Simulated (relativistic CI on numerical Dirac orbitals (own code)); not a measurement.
# What each ingredient does to the levels of Lu XLIV

Base calculation: Dirac-Coulomb-Breit CI, separate exchange-only KLI orbitals for each configuration, QED by a radiative potential, unscaled Slater integrals.

Configurations in the expansion (outside the closed core [Ne]): 3s2 3p6 3d10, 3s2 3p6 3d9 4s, 3s2 3p6 3d9 4p, 3s2 3p6 3d9 4d, 3s2 3p5 3d10 4s, 3s2 3p6 3d9 4f, 3s2 3p5 3d10 4p, 3s2 3p6 3d8 4s2, 3s2 3p5 3d10 4d, 3s2 3p6 3d8 4s 4p, 3s 3p6 3d10 4s, 3s2 3p6 3d9 5s, 3s2 3p6 3d8 4p2, 3s2 3p5 3d10 4f, 3s2 3p6 3d8 4s 4d, 3s2 3p6 3d9 5p, 3s 3p6 3d10 4p, 3s2 3p6 3d9 5d, 3s2 3p5 3d9 4s2, 3s2 3p6 3d8 4p 4d, 3s2 3p6 3d9 5f, 3s2 3p6 3d9 5g, 3s2 3p5 3d9 4s 4p, 3s 3p6 3d10 4d, 3s2 3p6 3d8 4d2, 3s2 3p5 3d9 4p2, 3s2 3p5 3d9 4s 4d, 3s 3p6 3d10 4f, 3s2 3p6 3d9 6s, 3s 3p6 3d9 4s2, 3s2 3p5 3d10 5s, 3s2 3p6 3d9 6p, 3s2 3p4 3d10 4s2, 3s2 3p5 3d9 4p 4d, 3s2 3p6 3d9 6d, 3s2 3p5 3d10 5p. Levels of other configurations are missing.

The lowest level and the first level of each name with at least 55 % of one term (blank where a level has no safe partner in the second run):

```csv
Level,Base (eV),Shift (eV)
3s2 3p6 3d10 1S_0,0.00,0.00
3s2 3p6 3d9 4s 3D_3,1394.03,-0.79
3s2 3p6 3d9 4s 1D_2,1395.78,-0.82
3s2 3p6 3d9 4s 3D_1,1448.35,-0.81
3s2 3p6 3d9 4s 3D_2,1449.50,-0.88
3s2 3p6 3d9 4p 3F°_2,1537.85,-0.94
3s2 3p6 3d9 4p 3F°_4,1566.14,-0.91
3s2 3p6 3d9 4p 1P°_1,1569.04,-0.40
3s2 3p6 3d9 4p 3D°_3,1571.01,-1.06
3s2 3p6 3d9 4p 3P°_0,1617.27,-0.54
3s2 3p6 3d9 4d 1P_1,1719.94,-0.45
3s2 3p6 3d9 4d 3G_5,1721.47,-1.05
3s2 3p6 3d9 4d 3D_3,1725.18,-0.94
3s2 3p6 3d9 4d 3F_4,1726.97,-1.10
3s2 3p6 3d9 4d 3P_0,1738.65,-0.42
3s2 3p6 3d9 4d 3G_3,1758.85,-1.08
3s2 3p6 3d9 4d 3F_2,1764.29,-1.03
3s2 3p6 3d9 4d 1S_0,1800.92,+5.98
3s2 3p5 3d10 4s 3P°_2,1813.00,-1.62
3s2 3p5 3d10 4s 1P°_1,1816.06,-1.36
3s2 3p6 3d9 4f 3P°_0,1861.80,-0.71
3s2 3p6 3d9 4f 3P°_1,1864.49,-0.82
```

At this charge energies of transitions that change n are usually good to better than 1 %, and those within a shell (Δn = 0) to a few per cent.

(1) One thing was changed in a second run, which moved the levels as shown. Which?
A. Breit term removed
B. configuration mixing switched off
C. QED terms removed
D. P86 correlation estimate

## Answers

(1) B. Configuration mixing switched off. Without mixing, levels that were pushed by configurations of the same parity and J return to their single-configuration places.

LS names give the leading component of a level, which can be under half, so a name can repeat, a term be missing and a line seem to break the LS rules.
